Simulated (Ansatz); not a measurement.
Ansatz (a first-principles code) input:

Ansatz 0.2 input:
```yaml
crystal:
  periodic: [false, false, false]
  atoms:
    - {symbol: C, position_ang: [1.17819518, 0.86144099, -0.02917290]}
    - {symbol: C, position_ang: [0.09067331, 0.09864473, -0.16864015]}
    - {symbol: C, position_ang: [-0.92886347, -0.62679667, -0.25727190]}
    - {symbol: O, position_ang: [-1.92272349, -1.27642220, -0.56739939]}
    - {symbol: H, position_ang: [1.56564045, 0.87420120, 1.03819363]}
basis:
  gaussian:
    orbitals: def2-TZVP
hamiltonian:
  xc: b3lyp
  dispersion: d3bj
total_charge: -1
relax: {f_tol: 0.002, max_steps: 150}
```

Question: Which total energy does the run end on?

Answer: -190.12642 Eh (B3LYP-D3(BJ)/def2-TZVP). The basis has 130 functions. The run takes around 28 core-seconds (rough).

It need not be the lowest isomer of its formula. Whether it binds its extra electron was not tested at this geometry.
